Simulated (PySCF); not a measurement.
# Electronic structure of S⁻ (sulfur, charge -1) at the UHF level

Configuration: [Ne] 3s2 3p5, 2P determinant. All numbers are calculated (PySCF 2.14, the spin-free X2C one-electron Hamiltonian (Gaussian nucleus), in dyall-av3z (19s12p3d2f, 84 functions)).

* Total energy: -398.629545 hartree
* One-electron energy: -556.0145 hartree
* Hartree (Coulomb) energy: 182.6881 hartree
* Exchange energy: -25.3032 hartree
* ⟨S²⟩: 0.7633
* ⟨L²⟩: 2.055
* Sum of ⟨r⟩: 18.95 bohr
* Sum of ⟨r²⟩: 43.25 bohr²
* Traceless quadrupole moment −½Σ⟨3z² − r²⟩ along its main axis: 3.07 e·bohr²
* Langevin diamagnetic susceptibility: -34.3 ×10⁻⁶ cm³/mol

| shell | electrons | mean orbital energy (hartree) | spread (hartree) | rms radius, mean of both spins (bohr) |
| --- | --- | --- | --- | --- |
| 1s α | 1 | -91.97137 | 0 | 0.112 |
| 1s β | 1 | -91.96261 | 0 | 0.112 |
| 2s α | 1 | -8.72979 | 0 | 0.516 |
| 2s β | 1 | -8.72109 | 0 | 0.516 |
| 2p α | 3 | -6.36344 | 0.01788 | 0.491 |
| 2p β | 3 | -6.34720 | 0.01452 | 0.491 |
| 3s α | 1 | -0.63888 | 0 | 1.92 |
| 3s β | 1 | -0.53422 | 0 | 1.92 |
| 3p α | 3 | -0.12838 | 0.06748 | 2.60 |
| 3p β | 2 | -0.08479 | 0 | 2.60 |

Densities and radii are taken from the X2C orbitals without a picture-change correction, which distorts them close to the nucleus.

Spin-orbit constants ζ (cm⁻¹) from the X2C one-electron operator on these orbitals: bare nucleus, nucleus screened by l(l+1)(2l+1)/3 electrons, and screened by the Breit-Pauli mean field of the electrons.

| shell | bare | screened nucleus | mean field |
| --- | --- | --- | --- |
| 2p | 7478 | 6543 | 6122 |
| 3p | 403.2 | 352.8 | 324.4 |

To first order the Landé constant is A = -324.4 cm⁻¹, so the lowest level has J = 3/2 and lies 0.0201 eV below the centre of the term.
